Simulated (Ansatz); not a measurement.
Geometry optimisation, RKS PBE/6-31G* (Ansatz 0.2.0).

Input file:

```yaml
crystal:
  periodic: [false, false, false]
  atoms:
    - { symbol: B, position_ang: [0.07483, -0.254444, -0.544711] }
    - { symbol: F, position_ang: [-0.530304, -1.261276, 1.706929] }
    - { symbol: H, position_ang: [0.875553, 0.61345, -0.252774] }
    - { symbol: H, position_ang: [-1.090619, 0.020713, -0.759421] }
    - { symbol: O, position_ang: [0.528697, -1.560216, -0.602786] }
    - { symbol: Al, position_ang: [-0.73156, -2.708187, -0.054984] }
    - { symbol: H, position_ang: [-0.162742, -3.994872, 0.701171] }
    - { symbol: H, position_ang: [-2.201508, -2.56212, -0.659764] }
    - { symbol: H, position_ang: [0.406351, -1.129748, 1.564442] }
basis:
  gaussian: { orbitals: "6-31G*" }
hamiltonian:
  xc: pbe
relax:
  f_tol: 0.03
  max_steps: 50
output:
  orbitals: {}
```

Command:

```bash
$ ansatz run input.yaml --threads 1 --pin off --max-ram 2048MiB --backend cpu --events-out ev --progress --plain --runs-dir out
```

Question: Where does it end, and by what steps?

Answer: The forces met the threshold. After 23 steps the energy has fallen by 1.209 eV; H4 moved furthest, 1.55 Å. Parted: F2–H9. Joined: F2–Al6, O5–H9.

| step | energy less start (eV) | largest force component (eV/Å) | accepted |
| --- | --- | --- | --- |
| 0 | 0.0000 | 0.773 | yes |
| 1 | -0.1021 | 0.795 | yes |
| 2 | -0.1978 | 0.928 | yes |
| 3 | -0.2909 | 1.390 | yes |
| 4 | -0.3412 | 1.534 | yes |
| 5 | -0.4235 | 1.154 | yes |
| 6 | -0.4642 | 0.789 | yes |
| 7 | -0.5253 | 0.412 | yes |
| 8 | -0.5659 | 0.453 | yes |
| 9 | -0.6105 | 0.301 | yes |
| 10 | -0.6512 | 0.399 | yes |
| 11 | -0.6955 | 0.651 | yes |
| 12 | -0.7281 | 1.028 | yes |
| 13 | -0.9198 | 0.997 | yes |
| 14 | -1.0444 | 2.765 | yes |
| 15 | -1.0937 | 0.898 | yes |
| 16 | -1.1347 | 1.022 | yes |
| 17 | -1.1940 | 0.455 | yes |
| 18 | -1.1953 | 0.299 | yes |
| 19 | -1.1848 | 0.676 | no |
| 20 | -1.2042 | 0.200 | yes |
| 21 | -1.2075 | 0.113 | yes |
| 22 | -1.2084 | 0.043 | yes |
| 23 | -1.2085 | 0.009 | yes |

```xyz
9
Properties=species:S:1:pos:R:3
B 0.248 -0.045 -0.789
F -0.444 -2.379 2.193
H 0.832 0.948 -0.445
H -0.098 -0.300 -1.908
O -0.062 -0.987 0.168
Al -0.956 -2.808 0.617
H -0.047 -3.887 -0.142
H -2.507 -2.567 0.297
H 0.203 -0.812 1.107
```

Run time: 28 s on 1 thread of AMD EPYC 9R45 96-Core Processor (Zen 5) (shared host), peak memory 0.18 GiB.
